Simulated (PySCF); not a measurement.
## Checking a proposed structure

A compound C4H11NOSi2 gives the data below (simulated from a calculation) and was assigned the structure `[H]/N=C\[C@@H](O[SiH3])[C@H]1C[SiH2]1`.

¹³C{¹H} NMR (computed): δ 211.8 (CH), 49.4 (CH), 29.1 (C), 23.8 (CH2).

¹H NMR (500 MHz, computed): δ 9.48 (s, 1H), 4.63 (s, 3H), 3.83 (s, 3H), 2.79 (m, 1H), 1.71 (m, 1H), 1.47 (m, 1H), 0.19 (br s, 1H).

One averaged value for each set of equivalent atoms, non-relativistic, one conformer, gas phase. NMR shieldings at PBE0/pcSseg-1/GIAO; geometry from GFN2-xTB; PySCF 2.14.

Chemical shifts δ = σref − σ; ¹H (31.72 ppm), ¹³C (186.93 ppm) against TMS, all at this level.

Question: Compare with the shifts computed for the proposed structure, pairing carbons in order of shift.

Answer: Numbering as in the mapped SMILES `[H]/[N:1]=[CH:2]\[C@@H:3]([O:4][SiH3:5])[C@H:6]1[CH2:7][SiH2:8]1`. Hydrogens are named by the atom that carries them.

```
atom  computed for proposal  given list  difference
  C2                  173.5       211.8       -38.3
  C3                   82.7        49.4       +33.3
  C6                   17.6        29.1       -11.5
  C7                   -0.5        23.8       -24.3
```

The rms difference is 28.7 ppm and the largest -38.3 ppm at C2 (C=N carbon). The carbon types in order of shift don't match either: CH, CH, CH, CH2 for the proposal against CH, CH, C, CH2 in the data. The proposal doesn't fit.

Question: Which isomer fits?

Answer: `O=C[C@@]1([SiH3])C[C@H]1N[SiH3]`.

1. Carbon types of the structure: 1 × C, 2 × CH, 1 × CH2, leaving 7 H on heteroatoms.
2. δC 211.8: aldehyde carbonyl carbon; low-lying n→π* states of the double bond to the heteroatom give a large paramagnetic term (-273 ppm).
3. δC 49.4, 29.1, 23.8: three-membered-ring carbon.
4. δH 9.48: hydrogen on an aldehyde carbonyl carbon; the C=O anisotropy and electron withdrawal place aldehyde protons far downfield.
5. δH 2.79, 1.71, 1.47: hydrogen on a three-membered-ring carbon.

This is the structure that produced the data.

OH/NH shifts are gas-phase values; hydrogen bonding in solution moves them, usually downfield. Shifts are as computed. Against solution values, carbons near 30 ppm lie about +3 ppm off and those near 130 ppm about +5 ppm. Of 1309 compounds with measured shifts, 239 miss one by over three times the rms of a fit or turn the order of signals round; such compounds aren't used in these exercises. No couplings were computed; multiplicities are counted from neighbouring protons, with m where these are inequivalent, close in shift, in a saturated or five-membered ring or joined by F or P, and br s for small geminal =CH2 splittings.
